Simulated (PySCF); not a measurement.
# Bond curve of GeH

Set-up: basis Ge def2-TZVPPD, H def2-TZVPPD; no relativity; PySCF 2.14. Energies in eV from Ge + H in their ground configurations at the same level. All curves are PBE0. state 1: ²Π (doublet), unpaired electrons π ↑; state 2: ⁴Σ⁻ (quartet), unpaired electrons σ ↑, π ↑↑, a second solution, started from another occupation.

| R (Å) | state 1 | state 2 |
| --- | --- | --- |
| 1.378 | -2.421 | -0.709 |
| 1.442 | -2.669 | -0.900 |
| 1.506 | -2.811 | -0.997 |
| 1.554 | -2.864 | -1.024 |
| 1.602 | -2.880 | -1.021 |
| 1.650 | -2.865 | -0.996 |
| 1.714 | -2.807 | -0.939 |
| 1.794 | -2.690 | -0.845 |
| 1.890 | -2.502 | -0.720 |
| 2.018 | -2.206 | -0.563 |

Put a parabola through the three lowest points of the state 1 curve and estimate Re, k and ωe (reduced mass 0.9943 u; 1 eV/Å² = 0.16022 mdyn/Å; ωe = 1302.8·√(k/μ) cm⁻¹).

Through R = 1.554, 1.602, 1.65 Å the second-order coefficient is 6.73 eV/Å², so Re ≈ 1.603 Å, k ≈ 2.16 mdyn/Å and ωe ≈ 1918 cm⁻¹. A polynomial fit of higher order to the unrounded PBE0 energies gives Re = 1.601 Å, k = 2.11 mdyn/Å, ωe = 1899 cm⁻¹; anharmonicity and rounding make the difference.

The higher-order fit for each curve: state 1: Re = 1.601 Å, ωe = 1899 cm⁻¹, De = 2.88 eV; state 2: Re = 1.573 Å, ωe = 1770 cm⁻¹, minimum 1.03 eV below the ground-state fragments.

Spin–orbit coupling is left out. The state was picked by a PBE0 search and need not be the measured ground state.
